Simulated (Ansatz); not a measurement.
Geometry optimisation, Ansatz 0.2.0, RKS PBE0-D4/def2-SVP.

input.yaml

```yaml
crystal:
  periodic: [false, false, false]
  atoms:
    - { symbol: Ga, position_ang: [0.0, 0.0, 0.0] }
    - { symbol: "N", position_ang: [0.0, 0.0, 2.28] }
    - { symbol: H, position_ang: [-0.877, -0.2713, 2.81] }
    - { symbol: H, position_ang: [0.877, 0.2713, 2.81] }
    - { symbol: H, position_ang: [1.3596, 0.0, -0.785] }
    - { symbol: H, position_ang: [-1.3596, 0.0, -0.785] }
    - { symbol: H, position_ang: [-0.2339, 1.7591, 0.5897] }
    - { symbol: H, position_ang: [-0.1834, 1.3794, 1.5756] }
basis:
  gaussian: { orbitals: def2-SVP }
hamiltonian:
  xc: pbe0
  dispersion: d4
relax:
  f_tol: 0.15
  max_steps: 25
  restrain:
    - { distance: [0, 6], at: 1.57, k: 30.0 }
    - { distance: [7, 1], at: 1.06, k: 30.0 }
    - { distance: [0, 1], at: 3.13, k: 30.0 }
    - { distance: [7, 6], at: 1.86, k: 30.0 }
output:
  orbitals: {}
```

Run as:

```bash
$ ansatz run input.yaml --threads 1 --pin off --max-ram 2048MiB --backend cpu --events-out ev --progress --plain --runs-dir out
```

Question: Where does it end, and by what steps?

Answer: The run converged. The restraints hold the end off the free minimum. After 7 steps the energy has fallen by 1.761 eV (the restraints' own energy left out); Ga1 moved furthest, 0.72 Å. Joined: N2–H8 (1.56 → 1.04 Å).

```csv
step,energy less start (eV),largest force component (eV/Å),accepted
0,0.0000,1.857,yes
1,-0.1592,4.113,yes
2,-0.9349,4.203,yes
3,-1.3356,2.041,yes
4,-1.6302,1.921,yes
5,-1.6864,1.532,yes
6,-1.7517,0.709,yes
7,-1.7612,0.797,yes
```

```xyz
8
Properties=species:S:1:pos:R:3
Ga -0.039 0.441 -0.573
N -0.027 0.113 2.521
H -0.846 -0.052 3.102
H 0.782 0.176 3.134
H 1.360 -0.042 -1.091
H -1.368 -0.266 -1.018
H -0.132 1.721 0.337
H -0.148 1.048 2.084
```

Time of the run: 26 s on 1 thread of Intel(R) Xeon(R) Platinum 8259CL CPU @ 2.50GHz (Skylake/Cascade Lake), with other jobs on the host, peak memory 0.19 GiB.
